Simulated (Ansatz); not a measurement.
The same ligand exchange along the group B, Ga, In.

Gas-phase electronic energies from Ansatz, PBE0-D4/def2-TZVP geometries. CCSD(T)/CBS adds triple-zeta CCSD(T) − MP2 to the extrapolated MP2 energy (def2 sets, frozen cores). DFT in def2-TZVPP. def2 core potentials past Kr. For Ga, In outer-core shells are correlated without core-valence functions, which leaves a few kJ/mol of doubt a bond. Scalar relativity is left out up to krypton. Each species was taken in one conformer, which may not be the lowest.

| reaction | ωB97X-V (kcal/mol) | r2SCAN-D4 (kcal/mol) | ωB97M-V (kcal/mol) | HF/CBS(def2) (kcal/mol) |
| --- | --- | --- | --- | --- |
| `CB(C)O[SiH3]` + `NCF` → `FCN[SiH3]` + `CB(C)O` | 9.9 | 10.0 | 9.7 | 12.6 |
| `[CH3][Ga]([CH3])[O][SiH3]` + `NCF` → `FCN[SiH3]` + `[CH3][Ga]([CH3])[OH]` | 15.6 | 15.8 | 15.4 | 19.3 |
| `[CH3][In]([CH3])[O][SiH3]` + `NCF` → `FCN[SiH3]` + `[CH3][In]([CH3])[OH]` | 17.1 | 17.5 | 17.0 | 20.7 |

**Question.** Give the CCSD(T)/CBS values in the same order. (An estimate is asked.)

**Answer.** The calculation gave: 10.0, 15.6, 17.4 kcal/mol.

Largest T1 diagnostic: 0.014, for `[CH3][In]([CH3])[OH]`.
